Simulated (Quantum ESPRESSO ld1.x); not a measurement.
In III, configuration [Ar] 3d10 4s2 4p5 4d10 5s1 5p1 (not the ground configuration). All-electron calculation, Dirac Kohn-Sham, PBE, spin-unpolarised, spherical densities, point nucleus; open shells are shared between the two j in proportion to 2j + 1. Program: ld1.x of Quantum ESPRESSO 7.5.

Radial electron density D(r) = 4 pi r^2 rho(r):

```
   r/bohr * D(r) (the largest magnitude, 80, reaches the edge; | marks zero)
 0.001822 |  *
 0.002104 |   *
  0.00243 |    *
 0.002806 |     *
 0.003241 |      *
 0.003743 |        *
 0.004323 |          *
 0.004992 |             *
 0.005766 |                *
 0.006659 |                   *
  0.00769 |                       *
 0.008881 |                           *
  0.01018 |                              *
  0.01175 |                                  *
  0.01357 |                                      *
  0.01567 |                                        *
   0.0181 |                                          *
   0.0209 |                                           *
  0.02414 |                                          *
  0.02788 |                                         *
   0.0322 |                                       *
  0.03719 |                                     *
  0.04295 |                                     *
   0.0496 |                                      *
  0.05728 |                                          *
  0.06615 |                                               *
   0.0764 |                                                   *
  0.08823 |                                                      *
   0.1019 |                                                     *
   0.1177 |                                                 *
   0.1359 |                                           *
    0.157 |                                      *
   0.1813 |                                     *
   0.2093 |                                       *
   0.2418 |                                           *
   0.2792 |                                            *
   0.3224 |                                        *
   0.3724 |                                *
   0.4301 |                      *
   0.4967 |               *
   0.5736 |            *
   0.6624 |             *
    0.765 |              *
   0.8835 |             *
    1.012 |           *
    1.169 |        *
     1.35 |     *
    1.559 |   *
    1.801 | *
     2.08 | *
    2.402 |*
    2.774 |*
    3.203 *
    3.699 *
    4.272 *
    4.934 *
    5.698 *
    6.581 *
      7.6 *
```

D(r) has 4 maxima, at r = 0.0209, 0.0918, 0.273, 0.803 bohr, and minima at 0.0413, 0.178, 0.597 bohr, inside which lie 2.04, 11.23, 29.04 electrons.
